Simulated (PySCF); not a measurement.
## Li2F2: core ionisation energies

Compound: (LiF)2 ring, Li2F2.
Geometry (PBE0-D3(BJ)/def2-SVP, Å), atoms numbered from 1 in this order:
```
atom  x, y, z in Å
Li1    0.694    0.581    0.635
F2     0.224    0.809   -0.982
Li3   -0.694   -0.581   -0.635
F4    -0.224   -0.809    0.982
```

The calculation used delta-SCF UKS SCAN, pcX-2 on the ionised atom, pcseg-1 elsewhere, spin-free X2C (PySCF). These are vertical core ionisation energies against the vacuum level, from separate self-consistent calculations with and without the core hole.

Problem. What binding energy does each computed site have?

Solution. 
```
atom(s)  bonded to  level  binding energy (eV)  count
  F2/F4       2 Li   F 1s               689.60      2
Li1/Li3        2 F  Li 1s                62.82      2
```

Problem. Which effective nuclear charge Zeff reproduces each element's mean 1s value in the hydrogen-like formula E = 13.606 eV × Zeff²?

Solution. Li (Z = 3): mean 62.8 eV, Zeff = 2.15, Z − Zeff = 0.85; F (Z = 9): mean 689.6 eV, Zeff = 7.12, Z − Zeff = 1.88. Means run over the listed sites, weighted by atom count.

Problem. Give the binding energy of Li 1s of Li1/Li3 in hartree and in kJ/mol.

Solution. 62.82 eV = 2.3086 Eh = 6061 kJ/mol.

Atoms equivalent by their bonding share one computed value, that of the first of them. Isolated species at its PBE0-D3(BJ)/def2-SVP geometry, gas phase.
